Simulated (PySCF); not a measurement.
# Checking a proposed structure

A compound C7H12OSi gives the data below (simulated from a calculation) and was assigned the structure `CCC1=C[SiH2]C=COC1`.

13C{1H} NMR (computed): δ 157.5 (CH), 154.7 (CH), 145.6 (C), 133.8 (CH2), 123.6 (CH), 97.2 (CH2), -9.8 (CH3).

1H NMR (400 MHz, computed): δ 6.70 (d, 1H), 6.58 (m, 1H), 6.35 (d, 1H), 6.03 (br s, 1H), 5.48 (br s, 1H), 4.87 (m, 1H), 4.50 (q, 2H), 4.47 (m, 1H), 0.27 (t, 3H).

Theoretical values (PySCF 2.14.0 with density-fitted response routines): GIAO PBE0/pcSseg-1 shieldings, GFN2-xTB structure. One computed conformer, no relativistic terms, no solvent, fast rotation and ring inversion assumed for equivalent nuclei.

Chemical shifts δ = σref − σ; 1H (31.72 ppm), 13C (186.93 ppm) against TMS, all at this level.

**Question.** Compare with the shifts computed for the proposed structure, pairing carbons in order of shift.

**Answer.** Atoms are numbered as in `[CH3:1][CH2:2][C:3]1=[CH:4][SiH2:5][CH:6]=[CH:7][O:8][CH2:9]1`; H(Xn) means a hydrogen on atom n.

```json
{"atom": "C7", "computed for proposal": "169.4", "given list": "157.5", "difference": "+11.9"}
{"atom": "C3", "computed for proposal": "165.6", "given list": "154.7", "difference": "+10.9"}
{"atom": "C4", "computed for proposal": "134.4", "given list": "145.6", "difference": "-11.2"}
{"atom": "C6", "computed for proposal": "91.0", "given list": "133.8", "difference": "-42.8"}
{"atom": "C9", "computed for proposal": "74.6", "given list": "123.6", "difference": "-49.0"}
{"atom": "C2", "computed for proposal": "41.5", "given list": "97.2", "difference": "-55.7"}
{"atom": "C1", "computed for proposal": "17.0", "given list": "-9.8", "difference": "+26.8"}
```

The rms difference is 34.7 ppm and the largest -55.7 ppm at C2 (allylic sp3 CH2). The carbon types in order of shift don't match either: CH, C, CH, CH, CH2, CH2, CH3 for the proposal against CH, CH, C, CH2, CH, CH2, CH3 in the data. The proposal doesn't fit.

**Question.** Which isomer fits?

**Answer.** `C=CO/C=C/C(=C)[SiH2]C`.

Carbon types of the structure: 1 × C, 3 × CH, 2 × CH2, 1 × CH3, leaving 2 H on heteroatoms. δC 157.5, 154.7: alkene carbon bearing oxygen; an sp2 carbon further deshielded by the attached heteroatom. δC 145.6: fully substituted alkene carbon; an sp2 carbon of a C=C bond. δC 133.8: terminal =CH2 carbon; the olefinic region. δC 123.6, 97.2: β carbon of an enol-ether or enamine type C=C.

Other isomers checked: C=C[C@@H](C)C1=C[SiH2]CO1 (rms 40.6 ppm).

The data come from this structure; uniqueness wasn't tested.

Shifts are as computed. Against solution values, carbons near 30 ppm lie about +3 ppm off and those near 130 ppm about +5 ppm. Of 1309 compounds with measured shifts, 239 miss one by over three times the rms of a fit or turn the order of signals round; such compounds aren't used in these exercises. No couplings were computed; multiplicities are counted from neighbouring protons, with m where these are inequivalent, close in shift, in a saturated or five-membered ring or joined by F or P, and br s for small geminal =CH2 splittings.
